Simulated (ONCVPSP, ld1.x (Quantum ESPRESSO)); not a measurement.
**Potentials for manganese (Mn) compared**

Generated with ld1.x 7.5 (TM, RRKJ, ultrasoft, PAW), atompaw 4.2 or ONCVPSP 4.0.1. The cutoff is in Ry: for ld1.x and atompaw files where the sum of valence levels is converged to 10 mRy in a Bessel basis, for ONCV files where the hardest occupied wave has 1 mHa per electron of residual kinetic energy. The error is the largest all-electron minus pseudo excitation energy over each file’s own four to seven test configurations (ionisations up to +4, promotions, holes and added fractions of an electron), all of which were solved. The labels leave out finer settings (local radius, basis sizes, second energies), which also bear on the numbers. Spin-polarised tests are not counted. The rows are a selection from randomly drawn settings: files with unsolved tests, undetermined cutoffs or missed reference levels are left out.

A true bound ghost makes a file unfit for plane-wave use even where its test errors are small: the radial tests pick states by their node count and pass the ghost by.

| potential | cutoff (Ry) | largest error (meV) | bound ghosts |
| --- | --- | --- | --- |
| ONCV, LDA (Perdew-Zunger), scalar-relativistic, rc 1.20/1.15/0.92 (spd), local d, core correction yes, reference 3s2 3p6 3d5.5 4s1.5, qcut 13.2/10.2/16.1, projectors 2/2/0 | 187 | -1.3 | none |
| ONCV, PBEsol, scalar-relativistic, rc 1.55/1.30/1.30 (spd), local d, core correction yes, reference 3s2 3p6 3d5 4s1.5 4p0.5, qcut 6.6/13.5/11.4, projectors 2/2/0 | 102 | -0.2 | none |
| RRKJ, PBE, scalar-relativistic, rc 2.30/1.45/1.60 (spd), local p, core correction yes, reference 3p6 3d5 4s2 4p0 | 70 | +86 | s |
| ONCV, PBE, scalar-relativistic, rc 1.15/0.95/1.85 (spd), local smoothed, core correction yes, reference 3s2 3p6 3d5 4s1, qcut 11.9/7.4/7.5, projectors 2/2/1 | 95 | +150 | none |
| ONCV, LDA (Perdew-Wang 92), scalar-relativistic, rc 1.35/1.65/1.65/1.80 (spdf), local smoothed, core correction yes, reference 3s2 3p6 3d5 4s1 4p1, qcut 8.1/7.5/9.1/6.9, projectors 2/2/2/2 | 68 | +4.5 | none |
| ONCV, PBE, scalar-relativistic, rc 1.45/1.35/1.15 (spd), local smoothed, core correction yes, reference 3s2 3p6 3d5 4s1.5 4p0.5, qcut 6.5/11.3/14.3, projectors 2/2/2 | 145 | +13 | none |

**Question.** Fill in the row for Mn: ONCV, LDA (Perdew-Wang 92), fully relativistic, rc 1.15/0.90/1.80 (spd), local smoothed, core correction yes, reference 3s2 3p6 3d5 4s2, qcut 11.6/8.2/7.9, projectors 2/2/3.

**Answer.** cutoff 94 Ry, largest error -110 meV, bound ghosts: none.
